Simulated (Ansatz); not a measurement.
Isolated molecules relaxed with PBE0-D4/def2-TZVP in Ansatz; ΔE leaves out vibrations. CCSD(T)/CBS adds triple-zeta CCSD(T) − MP2 to the extrapolated MP2 energy (def2 sets, frozen cores). Elements past krypton have def2 core potentials. For Sb outer-core shells are correlated without core-valence functions, which leaves a few kJ/mol of doubt a bond. One conformer a species, not always the lowest.

Consider the redistribution: `N[Si@@H](F)O[Si@@H](N)F` + `C[S][SbH2]` → `CS[SiH](N)F` + `N[SiH](F)[O][SbH2]`.

```
         level  ΔE (kJ/mol)
MP2/def2-TZVPP         99.4
CCSD/CBS(def2)        101.5
```

(1) What does CCSD(T)/CBS give? (Best estimate.)

Largest T1 diagnostic among the species: 0.013.

Results:

(1) Ansatz gave: +97.9 kJ/mol. The listed levels differ from it by 1.5, 3.6 kJ/mol.

In def2-TZVPP, CCSD(T) changes the Hartree–Fock value by −19.1 kJ/mol (the triples alone add −3.7 kJ/mol) and MP2 by −17.6 kJ/mol. The D4 term adds −3.7 kJ/mol with B3LYP and −1.8 kJ/mol with PBE0; it sums over pairs of atoms, weighted by their polarisabilities, and B3LYP, whose exchange is more repulsive, gets the larger term. From PBE to PBE0 (25 % exact exchange), in def2-TZVPP and without D4, ΔE moves by +9.2 kJ/mol.

B3LYP here is the variant with VWN-RPA as its local correlation; programs differ in this.
